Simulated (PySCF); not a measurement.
Simulation results for Al2FO, AlBH2O2, AlBFO, AlBH3OSi and others

Calculation on a computer-drawn molecule: the log of a Hartree-Fock and frozen-core CCSD(T) single point meant for a local Hartree-Fock minimum, with one planted fault or none, to be diagnosed. Offsets are logged minus clean, where the clean run is the same molecule without the fault. The reference is restricted for singlets and unrestricted otherwise, and also for a bond in bohr or an excited solution. Adding or removing an electron swaps singlet and doublet. The excited solution moves the top pair (singlet) or top alpha electron (doublet) to the lowest empty orbital. Highest occupied and lowest empty are orbital energies over both spins, largest force is the largest gradient component, triples share is (T) over the correlation energy, the T1 limit is 0.02 restricted and 0.045 unrestricted, electrons count all cores, a negative frequency is imaginary (commonest isotopes), and the dipole is about the centre of nuclear charge. Program: PySCF 2.14.0.

Common to all runs: meant basis cc-pV(D+d)Z; logged SCF converged yes; logged CC converged yes; logged SCF stable within its kind yes; possible faults no fault, one electron removed, one electron added, multiplicity raised by two, geometry at a saddle point, SCF held on an excited solution, minimal basis STO-3G, one bond length entered in bohr, all coordinates scaled.

```yaml
- entry: 1
  formula: Al2FO
  logged_structure:
    atoms_angstrom:
      - [O, -0.014, 1.8573, -4.7134]
      - [Al, -0.0199, 0.7284, -3.6145]
      - [Al, -0.4163, -1.2468, -1.881]
      - [F, 0.8884, -1.5786, -0.9186]
  given:
    meant_charge: 0
    meant_multiplicity: 2
    logged_electrons: 42
    logged_basis_functions: 74
    logged_spin_squared: 0.0
    "logged_highest_occupied [eV]": -15.87
    "logged_lowest_empty [eV]": -7.9799
    "logged_largest_force [hartree/bohr]": 0.033674
    logged_T1_diagnostic: 0.043819
    logged_D1_diagnostic: 0.1378
    logged_triples_share: 0.043994
    "logged_dipole_magnitude [debye]": 9.7726
    "logged_energy_HF [hartree]": -657.86155
    "logged_energy_CCSD(T) [hartree]": -658.38381
    drawn_bonds_atom: [1, 2, 3]
    drawn_bonds_other_atom: [2, 3, 4]
    drawn_bonds_order: [2, 1, 1]
  results:
    planted_fault: "one electron removed"
    "HF_energy_offset_from_clean_run [kcal/mol]": 199.1
    "CCSD(T)_energy_offset_from_clean_run [kcal/mol]": 189.9
  notes: ["T1 above single-reference limit"]
- entry: 2
  formula: AlBH2O2
  logged_structure:
    atoms_angstrom:
      - [O, 1.1589, 1.4727, -2.9138]
      - [Al, 1.7004, 1.1053, -1.4816]
      - [B, 2.4435, 0.6037, 0.5042]
      - [O, 1.9674, 1.1074, 1.6502]
      - [H, 3.3455, -0.1797, 0.6]
      - [H, 1.2563, 1.7261, 1.5894]
  given:
    meant_charge: 0
    meant_multiplicity: 1
    logged_electrons: 37
    logged_basis_functions: 75
    logged_spin_squared: 0.7609
    "logged_highest_occupied [eV]": -0.41138
    "logged_lowest_empty [eV]": 6.7518
    "logged_largest_force [hartree/bohr]": 0.068372
    logged_T1_diagnostic: 0.026091
    logged_D1_diagnostic: 0.074912
    logged_triples_share: 0.032373
    "logged_dipole_magnitude [debye]": 4.3151
    "logged_energy_HF [hartree]": -417.49971
    "logged_energy_CCSD(T) [hartree]": -418.06497
    drawn_bonds_atom: [1, 2, 3, 3, 4]
    drawn_bonds_other_atom: [2, 3, 4, 5, 6]
    drawn_bonds_order: [2, 1, 1, 1, 1]
  results:
    planted_fault: "one electron added"
    "HF_energy_offset_from_clean_run [kcal/mol]": 3.742
    "CCSD(T)_energy_offset_from_clean_run [kcal/mol]": 0.02144
- entry: 3
  formula: AlBFO
  logged_structure:
    atoms_angstrom:
      - [O, -0.5233, 1.9169, -4.0258]
      - [Al, -0.4628, 1.4768, -2.5161]
      - [B, 0.0751, 0.8115, -0.5382]
      - [F, -1.2747, 0.4995, 1.4866]
  given:
    meant_charge: 0
    meant_multiplicity: 2
    logged_electrons: 35
    logged_basis_functions: 65
    logged_spin_squared: 1.4332
    "logged_highest_occupied [eV]": -10.61
    "logged_lowest_empty [eV]": -0.76305
    "logged_largest_force [hartree/bohr]": 0.019508
    logged_T1_diagnostic: 0.0701
    logged_D1_diagnostic: 0.33758
    logged_triples_share: 0.041335
    "logged_dipole_magnitude [debye]": 4.5401
    "logged_energy_HF [hartree]": -440.68968
    "logged_energy_CCSD(T) [hartree]": -441.19446
    drawn_bonds_atom: [1, 2, 3]
    drawn_bonds_other_atom: [2, 3, 4]
    drawn_bonds_order: [2, 1, 1]
  results:
    planted_fault: "one bond length entered in bohr, row 3 of the drawn bonds"
    "HF_energy_offset_from_clean_run [kcal/mol]": 111.1
    "CCSD(T)_energy_offset_from_clean_run [kcal/mol]": 123.8
  notes: ["T1 above single-reference limit"]
- entry: 4
  formula: AlBFO
  logged_structure:
    atoms_angstrom:
      - [O, -0.5542, 2.03, -4.2633]
      - [Al, -0.4901, 1.5639, -2.6646]
      - [B, 0.0796, 0.8594, -0.5699]
      - [F, -0.6768, 0.6845, 0.5647]
  given:
    meant_charge: 0
    meant_multiplicity: 2
    logged_electrons: 35
    logged_basis_functions: 65
    logged_spin_squared: 0.7921
    "logged_highest_occupied [eV]": -9.8467
    "logged_lowest_empty [eV]": -0.28856
    "logged_largest_force [hartree/bohr]": 0.067722
    logged_T1_diagnostic: 0.037226
    logged_D1_diagnostic: 0.11465
    logged_triples_share: 0.038429
    "logged_dipole_magnitude [debye]": 5.4311
    "logged_energy_HF [hartree]": -440.85286
    "logged_energy_CCSD(T) [hartree]": -441.38902
    drawn_bonds_atom: [1, 2, 3]
    drawn_bonds_other_atom: [2, 3, 4]
    drawn_bonds_order: [2, 1, 1]
  results:
    planted_fault: "all coordinates scaled, by +5.9 %"
    "HF_energy_offset_from_clean_run [kcal/mol]": 8.743
    "CCSD(T)_energy_offset_from_clean_run [kcal/mol]": 1.712
- entry: 5
  formula: AlBFO
  logged_structure:
    atoms_angstrom:
      - [O, -0.5233, 1.9169, -4.0258]
      - [Al, -0.4628, 1.4768, -2.5161]
      - [B, 0.0751, 0.8115, -0.5382]
      - [F, -0.6391, 0.6464, 0.5333]
  given:
    meant_charge: 0
    meant_multiplicity: 2
    logged_electrons: 36
    logged_basis_functions: 65
    logged_spin_squared: 0.0
    "logged_highest_occupied [eV]": -1.0282
    "logged_lowest_empty [eV]": 5.9602
    "logged_largest_force [hartree/bohr]": 0.04636
    logged_T1_diagnostic: 0.029624
    logged_D1_diagnostic: 0.082083
    logged_triples_share: 0.034599
    "logged_dipole_magnitude [debye]": 3.9511
    "logged_energy_HF [hartree]": -440.86717
    "logged_energy_CCSD(T) [hartree]": -441.42292
    drawn_bonds_atom: [1, 2, 3]
    drawn_bonds_other_atom: [2, 3, 4]
    drawn_bonds_order: [2, 1, 1]
  results:
    planted_fault: "one electron added"
    "HF_energy_offset_from_clean_run [kcal/mol]": -0.2347
    "CCSD(T)_energy_offset_from_clean_run [kcal/mol]": -19.57
  notes: ["T1 above single-reference limit"]
- entry: 6
  formula: AlBH3OSi
  logged_structure:
    atoms_angstrom:
      - [O, -1.2367, 3.7016, 2.9546]
      - [Al, -1.0585, 2.1516, 2.7458]
      - [B, -0.8238, 0.1124, 2.4698]
      - [Si, -0.5916, -1.8772, 2.2843]
      - [H, -0.4869, -2.3747, 3.6781]
      - [H, 0.6397, -2.2206, 1.5383]
      - [H, -1.7516, -2.5078, 1.6155]
  given:
    meant_charge: 0
    meant_multiplicity: 2
    logged_electrons: 42
    logged_basis_functions: 89
    logged_spin_squared: 0.0
    "logged_highest_occupied [eV]": -15.33
    "logged_lowest_empty [eV]": -7.2782
    "logged_largest_force [hartree/bohr]": 0.048269
    logged_T1_diagnostic: 0.053065
    logged_D1_diagnostic: 0.15121
    logged_triples_share: 0.048859
    "logged_dipole_magnitude [debye]": 8.6811
    "logged_energy_HF [hartree]": -631.73831
    "logged_energy_CCSD(T) [hartree]": -632.20831
    drawn_bonds_atom: [1, 2, 3, 4, 4, 4]
    drawn_bonds_other_atom: [2, 3, 4, 5, 6, 7]
    drawn_bonds_order: [2, 1, 1, 1, 1, 1]
  results:
    planted_fault: "one electron removed"
    "HF_energy_offset_from_clean_run [kcal/mol]": 192.9
    "CCSD(T)_energy_offset_from_clean_run [kcal/mol]": 189.0
  notes: ["T1 above single-reference limit"]
- entry: 7
  formula: CH4AlOSi
  logged_structure:
    atoms_angstrom:
      - [O, 2.6703, -0.7165, -2.1124]
      - [Al, 1.1708, -0.7373, -1.6339]
      - [C, -0.6787, -0.7695, -1.0498]
      - [Si, -1.2461, 0.6894, 0.0159]
      - [H, -0.8296, -1.7029, -0.4953]
      - [H, -1.3031, -0.825, -1.949]
      - [H, -1.0976, 1.9613, -0.7331]
      - [H, -0.4513, 0.7514, 1.267]
  given:
    meant_charge: 0
    meant_multiplicity: 2
    logged_electrons: 46
    logged_basis_functions: 94
    logged_spin_squared: 0.0
    "logged_highest_occupied [eV]": -1.0753
    "logged_lowest_empty [eV]": 5.8153
    "logged_largest_force [hartree/bohr]": 0.061876
    logged_T1_diagnostic: 0.02527
    logged_D1_diagnostic: 0.073015
    logged_triples_share: 0.035563
    "logged_dipole_magnitude [debye]": 3.6974
    "logged_energy_HF [hartree]": -645.86628
    "logged_energy_CCSD(T) [hartree]": -646.43004
    drawn_bonds_atom: [1, 2, 3, 3, 3, 4, 4]
    drawn_bonds_other_atom: [2, 3, 4, 5, 6, 7, 8]
    drawn_bonds_order: [2, 1, 1, 1, 1, 1, 1]
  results:
    planted_fault: "one electron added"
    "HF_energy_offset_from_clean_run [kcal/mol]": -1.332
    "CCSD(T)_energy_offset_from_clean_run [kcal/mol]": -20.39
  notes: ["T1 above single-reference limit"]
- entry: 8
  formula: Al2H2NO
  logged_structure:
    atoms_angstrom:
      - [O, -0.3499, 2.5643, 1.4615]
      - [Al, 0.1031, 1.1178, 1.0673]
      - ["N", 0.624, -0.4397, 0.2965]
      - [Al, 0.9237, -0.9524, -1.3247]
      - [H, 0.769, -1.1688, 0.9906]
      - [H, 1.1836, -1.382, -2.7784]
  given:
    meant_charge: 1
    meant_multiplicity: 1
    logged_electrons: 42
    logged_basis_functions: 84
    logged_spin_squared: 0.0
    "logged_highest_occupied [eV]": -14.545
    "logged_lowest_empty [eV]": -4.9068
    "logged_largest_force [hartree/bohr]": 4.9023e-05
    "logged_lowest_frequency [cm^-1]": 74.86
    logged_T1_diagnostic: 0.031105
    logged_D1_diagnostic: 0.085171
    logged_triples_share: 0.03663
    "logged_dipole_magnitude [debye]": 13.709
    "logged_energy_HF [hartree]": -614.06285
    "logged_energy_CCSD(T) [hartree]": -614.5635
    drawn_bonds_atom: [1, 2, 3, 3, 4]
    drawn_bonds_other_atom: [2, 3, 4, 5, 6]
    drawn_bonds_order: [2, 1, 1, 1, 1]
  results:
    planted_fault: "no fault"
    "HF_energy_offset_from_clean_run [kcal/mol]": 0.0
    "CCSD(T)_energy_offset_from_clean_run [kcal/mol]": 0.0
  notes: ["T1 above single-reference limit"]
- entry: 9
  formula: Al2H2O2
  logged_structure:
    atoms_angstrom:
      - [O, -2.8401, -2.0014, -0.6804]
      - [Al, -1.4533, -1.9668, -0.1501]
      - [O, -0.0009, -1.9316, 0.4052]
      - [Al, 1.4964, -1.8964, 0.9776]
      - [H, 2.0916, -3.1763, 1.4243]
      - [H, 2.1849, -0.5864, 1.0222]
  given:
    meant_charge: 0
    meant_multiplicity: 1
    logged_electrons: 44
    logged_basis_functions: 84
    logged_spin_squared: 0.0
    "logged_highest_occupied [eV]": -11.087
    "logged_lowest_empty [eV]": 1.1616
    "logged_largest_force [hartree/bohr]": 0.10667
    logged_T1_diagnostic: 0.022538
    logged_D1_diagnostic: 0.064471
    logged_triples_share: 0.025176
    "logged_dipole_magnitude [debye]": 5.6732
    "logged_energy_HF [hartree]": -634.78851
    "logged_energy_CCSD(T) [hartree]": -635.30492
    drawn_bonds_atom: [1, 2, 3, 4, 4]
    drawn_bonds_other_atom: [2, 3, 4, 5, 6]
    drawn_bonds_order: [2, 1, 1, 1, 1]
  results:
    planted_fault: "all coordinates scaled, by -5.7 %"
    "HF_energy_offset_from_clean_run [kcal/mol]": 17.2
    "CCSD(T)_energy_offset_from_clean_run [kcal/mol]": 25.07
  notes: ["T1 above single-reference limit"]
- entry: 10
  formula: BH6Si2
  logged_structure:
    atoms_angstrom:
      - [Si, 1.484, -2.3609, 0.5424]
      - [B, 1.8575, -1.8298, -1.1427]
      - [Si, 1.0616, -0.3554, -1.9642]
      - [H, 0.4954, -3.1921, 0.8269]
      - [H, 2.1199, -1.8837, 1.5994]
      - [H, 2.5842, -2.4161, -1.6786]
      - [H, 2.0724, 0.4527, -2.2658]
      - [H, 0.1976, 0.2322, -1.1416]
      - [H, 0.4526, -0.8506, -3.0364]
  given:
    meant_charge: 1
    meant_multiplicity: 1
    logged_electrons: 38
    logged_basis_functions: 90
    logged_spin_squared: 0.0
    "logged_highest_occupied [eV]": -16.744
    "logged_lowest_empty [eV]": -5.3865
    "logged_largest_force [hartree/bohr]": 0.064047
    logged_T1_diagnostic: 0.017142
    logged_D1_diagnostic: 0.044058
    logged_triples_share: 0.024248
    "logged_dipole_magnitude [debye]": 4.8226
    "logged_energy_HF [hartree]": -605.63162
    "logged_energy_CCSD(T) [hartree]": -605.95704
    drawn_bonds_atom: [1, 2, 1, 1, 2, 3, 3, 3]
    drawn_bonds_other_atom: [2, 3, 4, 5, 6, 7, 8, 9]
    drawn_bonds_order: [1, 1, 1, 1, 1, 1, 1, 1]
  results:
    planted_fault: "all coordinates scaled, by -9.9 %"
    "HF_energy_offset_from_clean_run [kcal/mol]": 52.85
    "CCSD(T)_energy_offset_from_clean_run [kcal/mol]": 53.63
```
